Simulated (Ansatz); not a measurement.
Input file for CH6AlNOSi:

```yaml
crystal:
  periodic: [false, false, false]
  atoms:
    - {symbol: N, position_ang: [-0.843614, 1.033993, -0.244500]}
    - {symbol: C, position_ang: [-0.561507, -0.434831, -0.525595]}
    - {symbol: Al, position_ang: [1.055849, 0.675641, -0.697469]}
    - {symbol: O, position_ang: [1.663201, -0.035111, 0.780814]}
    - {symbol: Si, position_ang: [0.419067, -1.119910, 0.912246]}
    - {symbol: H, position_ang: [-1.386177, 1.463757, -0.983298]}
    - {symbol: H, position_ang: [-1.284255, 1.244095, 0.646135]}
    - {symbol: H, position_ang: [-1.344952, -0.959519, -1.059329]}
    - {symbol: H, position_ang: [1.768145, 1.628706, -1.724445]}
    - {symbol: H, position_ang: [0.793119, -2.535753, 0.653445]}
    - {symbol: H, position_ang: [-0.213675, -1.018169, 2.262597]}
basis:
  gaussian: {orbitals: def2-TZVPP}
correlation: {method: ccsd_t}
```

```sh
$ ansatz run in.yaml --threads 4 --pin off --events-out ev --progress --plain --max-ram 10444MiB
```

Log, shortened:

```
Functional definition: HF
1534 factors; integrals over basis functions are off by at most 1.3e-3 eV
mean field evaluation 1: about -19087.7504 eV, gradient 5.1e1 eV
mean field evaluation 2: about -19088.0873 eV, gradient 5.2e1 eV
mean field evaluation 4: about -19093.8777 eV, gradient 4.9e0 eV
mean field evaluation 8: about -19093.9756 eV, gradient 3.4e-1 eV
mean field evaluation 16: about -19093.9766 eV, gradient 1.7e-6 eV
mean field -19093.97663051 eV, -701.6906988089 hartree, gradient 1.7e-6 eV, S^2 0.000000; 0 other end points of the search recorded, 0 dependent functions left out
13 core orbitals not correlated: weight in the atoms' cores, before any rotation towards them, 1.000 or more for the frozen orbitals, at most 0.000 for the correlated occupied ones
reference -19093.97663051 eV, -701.6906988089 hartree; 14, 14 occupied and 234, 234 virtual orbitals, 1534 factors
second order -22.23899374 eV of doubles, -0.00000000 eV of singles
cycle   1  -22.51044671 eV  change   -2.7e-1 eV  update   1.1e-1
cycle   2  -23.08300702 eV  change   -5.7e-1 eV  update   3.2e-2
cycle   3  -23.21815467 eV  change   -1.4e-1 eV  update   1.6e-2
cycle   4  -23.20629133 eV  change    1.2e-2 eV  update   3.7e-3
cycle   5  -23.20506571 eV  change    1.2e-3 eV  update   1.6e-3
cycle   6  -23.20582460 eV  change   -7.6e-4 eV  update   5.1e-4
cycle   7  -23.20555626 eV  change    2.7e-4 eV  update   2.0e-4
cycle   8  -23.20546100 eV  change    9.5e-5 eV  update   6.9e-5
cycle   9  -23.20548448 eV  change   -2.3e-5 eV  update   3.0e-5
perturbative correction -0.93709584 eV, -0.0344376369 hartree
Total energy: -19118.11921082 eV, -702.5779222711 hartree
```

Hardware: 4 threads of an Intel Xeon Platinum 8259CL on a shared host. Wall time 79 s, peak host memory 6 GiB.

Correlation energy per correlated electron: -0.862 eV. T1 diagnostic: 0.0121.
